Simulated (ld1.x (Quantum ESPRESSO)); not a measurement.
## B TM: all-electron and pseudo phase curves

ld1.x (Quantum ESPRESSO) 7.5 input, shortened:

```
&input
   title='B', zed=5., rel=0, dft='PBESOL', iswitch=3,
   config='[He] 2s2 2p1 3d-2'
 /
 &inputp
   pseudotype=2, tm=.true., lloc=1,
   nlcc=.false.
 /
3
2S  1  0   2.00   0.00  1.10  1.10  0.0
3D  3  2  -2.00  -0.15  2.60  2.60  0.0
2P  2  1   1.00   0.00  2.70  2.70  0.0
 &test
   configts(1)='2s2 2p1'
 /
```

The phase is arctan(r·u′/u) with u = r·R(r), unwrapped; energies in Ry, scanned from -3 to 5 Ry. A pole is an energy at which the radial function vanishes at the test radius. The pseudo phase is shifted by a multiple of π to meet the all-electron one at the reference energy, and phase errors are pseudo minus all-electron; the curves can meet again beyond the range given. Levels narrower than the energy grid can be missing from the lists of poles.

```tsv
channel	radius (bohr)	reference energy (Ry)	poles, all-electron	poles, pseudo	unbroken range about the reference energy with phases within 0.05 rad	phase error 1 Ry above the reference energy (rad)
s	2.96	-0.69	-0.34, 4.04	-0.33, 3.81	below 1.0	+0.011
p	2.96	-0.26	0.14, 3.77	0.15, 4.45	below 0.9	+0.035
d	2.96	-0.15	2.41	2.28	below 2.9	-0.019
```

Phases in the d channel:

```json
{"E (Ry)": "-3.00", "all-electron": "1.386", "pseudo": "1.386"}
{"E (Ry)": "-2.52", "all-electron": "1.371", "pseudo": "1.371"}
{"E (Ry)": "-2.04", "all-electron": "1.353", "pseudo": "1.353"}
{"E (Ry)": "-1.56", "all-electron": "1.328", "pseudo": "1.328"}
{"E (Ry)": "-1.08", "all-electron": "1.293", "pseudo": "1.293"}
{"E (Ry)": "-0.60", "all-electron": "1.238", "pseudo": "1.238"}
{"E (Ry)": "-0.12", "all-electron": "1.140", "pseudo": "1.140"}
{"E (Ry)": "0.36", "all-electron": "0.907", "pseudo": "0.906"}
{"E (Ry)": "0.84", "all-electron": "0.058", "pseudo": "0.040"}
{"E (Ry)": "1.32", "all-electron": "-1.082", "pseudo": "-1.106"}
{"E (Ry)": "1.80", "all-electron": "-1.410", "pseudo": "-1.431"}
{"E (Ry)": "2.28", "all-electron": "-1.545", "pseudo": "-1.571"}
{"E (Ry)": "2.76", "all-electron": "-1.633", "pseudo": "-1.676"}
{"E (Ry)": "3.24", "all-electron": "-1.719", "pseudo": "-1.810"}
{"E (Ry)": "3.72", "all-electron": "-1.845", "pseudo": "-2.162"}
{"E (Ry)": "4.20", "all-electron": "-2.162", "pseudo": "-3.745"}
{"E (Ry)": "4.68", "all-electron": "-3.498", "pseudo": "-4.403"}
```
